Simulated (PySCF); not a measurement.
A side-by-side comparison of computed properties.

First species: C8H8ClP.
Atom-mapped SMILES: `[Cl:1][c:2]1[p:3][cH:4][cH:5][cH:6][c:7]1[CH:8]1[CH2:9][CH2:10]1` (hydrogens: H11 on C4; H12 on C5; H13 on C6; H14 on C8; H15, H16 on C9; H17, H18 on C10)

Structure used (GFN2-xTB), in Å, numbered top down from 1:
```xyz
18
C8H8ClP angstrom
Cl    -0.0089   -1.1911    2.6684
C      0.8807   -0.6174    1.2894
P      2.5892   -0.4228    1.5687
C      3.0592    0.1367   -0.0019
C      2.2145    0.3101   -1.0770
C      0.8515    0.0729   -1.0252
C      0.1850   -0.3627    0.1154
C     -1.2887   -0.5743    0.0861
C     -2.1909    0.3934    0.7991
C     -2.1876    0.3330   -0.6970
H      4.1114    0.3554   -0.1314
H      2.6353    0.6525   -2.0135
H      0.2663    0.2260   -1.9201
H     -1.5682   -1.6210    0.1461
H     -1.7347    1.2509    1.2703
H     -3.0397    0.0022    1.3383
H     -1.7438    1.1618   -1.2275
H     -3.0395   -0.0992   -1.1998
```

Second species: C3H11ClO2Si2.
Numbering: `[CH3:1][CH2:2][O:3][C@@H:4]([O:5][SiH3:6])[SiH2:7][Cl:8]` (hydrogens: H9, H10, H11 on C1; H12, H13 on C2; H14 on C4; H15, H16, H17 on Si6; H18, H19 on Si7)

Levels: PBE0/pcSseg-1 for dipole moment, HOMO energy, LUMO energy and HOMO–LUMO gap; GFN2-xTB for rotational constant A and rotational constant C. Geometries: GFN2-xTB. Each species is one conformer at its optimised geometry, gas phase, non-relativistic unless stated; the electronic structure was computed with PySCF and density fitting.

Dipoles, sizes and rotational constants follow the conformer. The torsions of the flexible species, by atom-mapped SMILES:
- `[Cl:1][c:2]1[p:3][cH:4][cH:5][cH:6][c:7]1[CH:8]1[CH2:9][CH2:10]1`: C6–C7–C8–C9 -108°
- `[CH3:1][CH2:2][O:3][C@@H:4]([O:5][SiH3:6])[SiH2:7][Cl:8]`: C1–C2–O3–C4 173°, C2–O3–C4–O5 66°, O3–C4–O5–Si6 -121°, O3–C4–Si7–Cl8 177°

```
             property   column X   column Y
        dipole moment     2.18 D     2.68 D
          HOMO energy   -7.77 eV   -7.09 eV
          LUMO energy    0.25 eV   -1.71 eV
        HOMO–LUMO gap    8.02 eV    5.38 eV
rotational constant A  1.457 GHz  1.431 GHz
rotational constant C  0.499 GHz  0.583 GHz
```

Q: Which column belongs to which species?

A: Column X is the second species and column Y the first. The first has 18 atoms and 88 electrons, the second 19 and 90.

Q: How does each property change from the first species to the second?

A: dipole moment -0.50 D; HOMO energy -0.68 eV; LUMO energy +1.96 eV; HOMO–LUMO gap +2.64 eV; rotational constant A +0.026 GHz; rotational constant C -0.084 GHz.

On the first: A dipole of 2.68 D is allowed in C1, and pure rotational transitions are dipole-allowed. In atomic units the dipole is 1.05 e·bohr (1 au = 2.5417 D).

On the second: In atomic units the dipole is 0.86 e·bohr (1 au = 2.5417 D).
